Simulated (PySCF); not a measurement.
These 2 structures share the formula C3H5ClSe. Method used: PySCF 2.14.0, PBE0-D3(BJ)/def2-SVP geometry optimisation, gas phase. Energies are electronic, without zero-point or thermal terms, for one conformer each. No frequencies were run at this level. Point groups hold within 0.08 Å.

Question: Rank from lowest to highest electronic energy at this level (kcal/mol).
A. `[CH2:1]=[C:2]([Cl:3])[Se:4][CH3:5]` with C1–C2–Se4–C5 -137°
B. `[CH3:1][C:2](=[Se:3])[CH2:4][Cl:5]` with C1–C2–C4–Cl5 -49°

Answer: B (0.0), A (6.0).

As drawn, the higher has a C=C bond outside aromatic rings, which the lower lacks.

```
      SMILES       E (Eh)  E rel (kcal/mol)  dipole (D)  point group      A, B, C (MHz)
CC(=[Se])CCl  -2977.96517               0.0        1.59           C1  5957, 1051, 937.8
C=C(Cl)[Se]C  -2977.95567               6.0        1.01           C1   3909, 1760, 1328
```

How do the relative energies change in single points at PBE0/pcSseg-1 (no added dispersion term) on the same geometries?

| SMILES | PBE0-D3(BJ)/def2-SVP (kcal/mol) | PBE0/pcSseg-1 (kcal/mol) | shift |
| --- | --- | --- | --- |
| CC(=[Se])CCl | 0.0 | 0.0 | 0.0 |
| C=C(Cl)[Se]C | 6.0 | 6.0 | 0.0 |

Each column counts from its own lowest isomer. The order is unchanged; the largest shift is 0.0 kcal/mol.
